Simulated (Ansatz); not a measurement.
Coupled-cluster diagnostics for the cluster Hg₂TeCl₂ (the lowest singlet isomer of a short search), Ansatz.

Geometry of the singlet (r2SCAN-D4/def2-SVP):

```tsv
atom	x (Å)	y (Å)	z (Å)
Hg1	1.2837	0.2363	1.3486
Hg2	-1.3896	-0.6968	-1.0526
Te3	-0.4148	-1.7653	1.1474
Cl4	-2.2694	0.2306	-2.9942
Cl5	2.7902	1.9951	1.5507
```

In the def2 sets Hg, Te take a core potential; there is no spin–orbit coupling. Correlated methods freeze 14 core orbitals; core or outer-core shells of Hg, Te are correlated, in sets that lack core-valence functions. The structure comes from a short search, and lower isomers may exist.

(1) Estimate the CCSD(T) correlation energy, the shares of MP2 and (T), T1 and the reference's ⟨S²⟩ for: charge 0, singlet, own geometry in def2-SVP; charge 1, doublet, vertical in def2-SVP; and the rough time on 4 threads of Intel Xeon 6975P-C on a shared host.

Answers

(1) 
```json
{"state": "charge 0, singlet, own geometry", "basis": "def2-SVP", "correlation (eV)": "-30.345", "MP2 share (%)": "99.7", "(T) share (%)": "2.5", "T1": "0.017", "⟨S²⟩ (pure)": "0.00 (0.00)", "wall time": "18 s"}
{"state": "charge 1, doublet, vertical", "basis": "def2-SVP", "correlation (eV)": "-29.771", "MP2 share (%)": "98.9", "(T) share (%)": "2.6", "T1": "0.019", "⟨S²⟩ (pure)": "0.76 (0.75)", "wall time": "77 s"}
```
Customary marks for T1 are 0.02 (closed shells), 0.045 (open shells) and about 0.05 (3d metals). T1 stays under 0.02 throughout.
